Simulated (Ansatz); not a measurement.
The cluster K2I. Charge 0, multiplicity 2. Geometry r2SCAN-D4/def2-TZVP.

```xyz
3

K     1.721   -0.434    1.326
K    -2.190   -0.302    0.154
I     0.468    0.736   -1.480
```

In the def2 sets I takes a core potential; there is no spin–orbit coupling. The structure comes from a short search, and lower isomers may exist.

Task: Estimate the α-spin orbital energies around the gap (eV) in Ansatz with PBE-D4/def2-TZVP, r2SCANh-D4/def2-TZVP, PBE0-D4/def2-TZVP, PBE0-D4/def2-TZVPD, ωB97X-V/def2-TZVP.

Result: 
```csv
orbital,PBE-D4/def2-TZVP,r2SCANh-D4/def2-TZVP,PBE0-D4/def2-TZVP,PBE0-D4/def2-TZVPD,ωB97X-V/def2-TZVP
HOMO−9,-18.77,-20.17,-20.83,-20.85,-23.47
HOMO−8,-18.76,-20.16,-20.82,-20.84,-23.46
HOMO−7,-18.73,-20.12,-20.79,-20.81,-23.43
HOMO−6,-18.71,-20.11,-20.78,-20.81,-23.42
HOMO−5,-18.68,-20.07,-20.75,-20.77,-23.39
HOMO−4,-15.04,-16.28,-16.92,-16.95,-19.80
HOMO−3,-5.31,-5.94,-6.37,-6.40,-8.56
HOMO−2,-5.24,-5.88,-6.29,-6.32,-8.47
HOMO−1,-4.99,-5.63,-6.04,-6.06,-8.22
HOMO,-2.52,-2.65,-2.92,-2.93,-4.06
LUMO,-1.70,-1.39,-1.28,-1.30,-0.13
LUMO+1,-0.80,-0.50,-0.32,-0.61,0.92
LUMO+2,-0.74,-0.45,-0.26,-0.55,1.20
LUMO+3,-0.05,0.35,0.49,-0.12,1.90
LUMO+4,0.04,0.39,0.56,0.02,1.93
LUMO+5,0.12,0.52,0.62,0.11,2.02
β HOMO,-4.98,-5.63,-6.03,-6.06,-8.22
β LUMO,-1.87,-1.52,-1.29,-1.30,0.40
```
